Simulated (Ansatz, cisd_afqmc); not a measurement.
Species: Ag, charge 0, doublet.

Total energies in def2-SVP, 11 correlated electrons, 4 frozen orbitals. UHF or UKS for unpaired electrons; spin-orbit terms are left out. Cores are frozen in correlated methods (noble-gas shells, and filled d and f shells in the p block). Past Kr the def2 sets carry scalar-relativistic core potentials. AFQMC is phaseless with a CISD trial state; ± is one standard error, without the phaseless bias. Outlying blocks are dropped, and bars are widened where a walk drifts. Over all cases where full CI ran beside it in this data, AFQMC minus full CI had a median of +0.1 mEh and passed +0.4 mEh in a tenth of the cases.

```tsv
method	program	energy (Eh)	minus CCSDTQ (mEh)
HF	Ansatz	-146.08410	228.16
MP2	Ansatz	-146.31443	-2.17
CCSD	Ansatz	-146.30709	5.18
CCSD(T)	Ansatz	-146.31244	-0.17
CCSDT(Q)	Ansatz	-146.31214	0.12
CCSDTQ	Ansatz	-146.31227	0.00
AFQMC/CISD	cisd_afqmc	-146.3122 ± 0.0002	0.1 ± 0.2
```

Ansatz is an electronic-structure program.
